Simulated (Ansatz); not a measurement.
Cost and result for the atomization energy of CH3BF2Si (8 atoms, 7 bonds).

Z-matrix (Å, degrees):
```
C
B 1 1.457
F 1 1.331 2 123.7
H 1 1.090 2 127.1 3 -180.0
Si 2 1.874 1 107.3 3 179.9
H 2 1.191 1 128.8 3 -0.0
F 5 1.592 2 122.8 1 0.1
H 5 1.486 2 133.0 1 -179.8
```

The species carries charge 0 and has multiplicity 1. The bonds changed during the relaxation, so this is another structure than the one it started from. All single points use the PBE0-D4/def2-TZVP geometry. Program: Ansatz. All runs use 2 threads of an Arm Neoverse V1 on a shared host. Times are those of one run each, without the atoms' runs, and a repeat can differ threefold. Electronic energies, without spin–orbit coupling; frozen cores. CCSD(T)/CBS adds CCSD(T) − MP2 in def2-TZVPP to the MP2 limit, and its time is that of the two runs behind it. T1 = 0.016; the RHF reference is unstable towards UHF. B3LYP takes the VWN-RPA correlation (the form of Gaussian; ORCA's B3LYP/G).

CCSD(T)/CBS is a level of theory with its own doubt, some kJ/mol a heavy atom from the limit and from the frozen cores, so smaller differences don't rank the functionals.

```
                            level  functions  wall time  atomization (kJ/mol)  difference from CCSD(T)/CBS  per bond
           LDA (SPW92)/def2-TZVPP        208      1.5 s                3438.0                        515.6      73.7
               BLYP-D4/def2-TZVPP        208      2.6 s                2966.1                         43.7       6.2
             revPBE-D4/def2-TZVPP        208      2.6 s                2947.2                         24.8       3.6
  PBE-D4/def2-TZVPP (with forces)        208      3.2 s                3038.1                        115.7      16.5
              BHLYP-D4/def2-TZVPP        208      3.8 s                2815.5                       -106.9     -15.3
                 CCSD(T)/def2-SVP         89      4.9 s                2741.8                       -180.6     -25.8
B3LYP-D4/def2-TZVPP (with forces)        208      5.5 s                2939.8                         17.4       2.5
              PBE-QIDH/def2-TZVPP        208      6.5 s                2909.0                        -13.4      -1.9
               ωB97X-V/def2-TZVPP        208       10 s                2929.9                          7.5       1.1
                B97M-V/def2-TZVPP        208       11 s                2966.0                         43.6       6.2
                   MP2/def2-QZVPP        388       27 s                2982.1                         59.7       8.5
               CCSD(T)/def2-TZVPP        208    2.1 min                2842.8                        -79.6     -11.4
                CCSD(T)/CBS(def2)          –    2.5 min                2922.4                          0.0       0.0
```

From BLYP to BHLYP (50 % exact exchange), in def2-TZVPP and without D4, the atomization energy moves by −136.1 kJ/mol: exact exchange takes away binding that semilocal exchange gives to molecules. At CCSD(T), def2-SVP lies −180.5 kJ/mol from the extrapolated value and def2-TZVPP −79.6 kJ/mol: correlation converges slowly with the basis, and small sets miss more of it in the bonded molecule than in its fragments. In def2-TZVPP, CCSD(T) changes the Hartree–Fock value by +746.0 kJ/mol (the triples alone add +62.7 kJ/mol) and MP2 by +837.3 kJ/mol; breaking electron pairs costs correlation energy, which Hartree–Fock lacks.
